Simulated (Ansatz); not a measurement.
CH4Cl2SeSi, SMILES `C[Se][SiH](Cl)Cl`, relaxed with RKS PBE0-D4/def2-TZVP in Ansatz 0.2.0 from a PBE-D4/def2-SVP geometry. The force threshold is 0.005 eV/Å; the program also tests the step.

Total charge 0; spin multiplicity 1.

Start:

```xyz
9

C    -0.588    0.139    1.546
Se   -0.015   -1.405    0.447
Si    0.641   -0.182   -1.349
Cl   -0.886    1.079   -1.996
Cl    1.131   -1.540   -2.833
H    -1.340    0.733    0.995
H    -1.044   -0.291    2.457
H     0.278    0.766    1.828
H     1.824    0.701   -1.095
```

By how much does the energy fall, and how many steps does the optimiser take? (An estimate is asked.)

Ansatz gave: 4.86 kJ/mol, in 9 steps.

Which bonds change most? (Best estimate.)

Ansatz gave: Si3–Cl4 from 2.083 to 2.049 Å; Si3–Cl5 from 2.071 to 2.039 Å; Se2–Si3 from 2.269 to 2.244 Å; Si3–H9 from 1.498 to 1.477 Å.

Give the relaxed structure. (Estimate.)

The calculation gave: 
```xyz
9

C    -0.581    0.139    1.531
Se   -0.099   -1.396    0.412
Si    0.616   -0.185   -1.337
Cl   -0.846    1.066   -2.042
Cl    1.165   -1.501   -2.794
H    -1.373    0.712    1.054
H    -0.941   -0.278    2.469
H     0.291    0.762    1.720
H     1.767    0.681   -1.013
```
